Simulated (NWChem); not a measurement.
System meant: CH7NSn; SMILES [CH3][SnH2][NH2]

The following NWChem deck was run.

```
start job
memory heap 200 mb stack 900 mb global 1100 mb
geometry units angstroms noautoz
  Sn    -0.293159    -0.040507     0.000000
  C      0.815202     1.811984     0.000000
  N      0.869061    -1.731160     0.000000
  H     -1.255547    -0.153754     1.416685
  H     -1.255547    -0.153754    -1.416685
  H      1.451082     1.877119     0.894552
  H      0.118072     2.662929     0.000000
  H      1.451082     1.877119    -0.894552
  H      1.471507    -1.801978    -0.818443
  H      1.471507    -1.801978     0.818443
end
basis spherical
  * library def2-svp
end
ecp
  Sn library def2-ecp
end
dft
  odft
  mult 2
  xc pbe0
  iterations 150
  mulliken
end
task dft energy
```

End of the output:

```
                                 NWChem DFT Module
                                 -----------------

 Summary of "ao basis" -> "ao basis" (spherical)
 ------------------------------------------------------------------------------
       Tag                 Description            Shells   Functions and Types
 ---------------- ------------------------------  ------  ---------------------
 Sn                         def2-svp                10       26   4s4p2d
 C                          def2-svp                 6       14   3s2p1d
 N                          def2-svp                 6       14   3s2p1d
 H                          def2-svp                 3        5   2s1p

 Summary of "ao basis" -> "ao basis" (spherical)
 ------------------------------------------------------------------------------
       Tag                 Description            Shells   Functions and Types
 ---------------- ------------------------------  ------  ---------------------
 Sn                         def2-svp                10       26   4s4p2d
 C                          def2-svp                 6       14   3s2p1d
 N                          def2-svp                 6       14   3s2p1d
 H                          def2-svp                 3        5   2s1p

      Symmetry analysis of basis
      --------------------------

        a'         57
        a"         32

  number of electrons :                   42
  multiplicity        :                    2
 ------------------------------------------------------------------------
  no. of electrons and multiplicity not compatible                  42
 ------------------------------------------------------------------------
 ------------------------------------------------------------------------
  current input line :
    28: task dft energy
 ------------------------------------------------------------------------
 ------------------------------------------------------------------------
 There is an error in the input file
 ------------------------------------------------------------------------
 For more information see the NWChem manual at https://nwchemgit.github.io

0: no. of electrons and multiplicity not compatible:Received an Error in Communication
```

What is wrong, and how is it mended?

The input was rejected before any calculation. Cause: the multiplicity doesn't fit the number of electrons (an even count wants an odd multiplicity, and the reverse). This input runs:
```
start job
memory heap 200 mb stack 900 mb global 1100 mb
geometry units angstroms noautoz
  Sn    -0.293159    -0.040507     0.000000
  C      0.815202     1.811984     0.000000
  N      0.869061    -1.731160     0.000000
  H     -1.255547    -0.153754     1.416685
  H     -1.255547    -0.153754    -1.416685
  H      1.451082     1.877119     0.894552
  H      0.118072     2.662929     0.000000
  H      1.451082     1.877119    -0.894552
  H      1.471507    -1.801978    -0.818443
  H      1.471507    -1.801978     0.818443
end
basis spherical
  * library def2-svp
end
ecp
  Sn library def2-ecp
end
dft
  xc pbe0
  iterations 150
  mulliken
end
task dft energy
```
It converges to -311.15645 Ha (PBE0/def2-SVP with def2 effective core potentials on Sn).
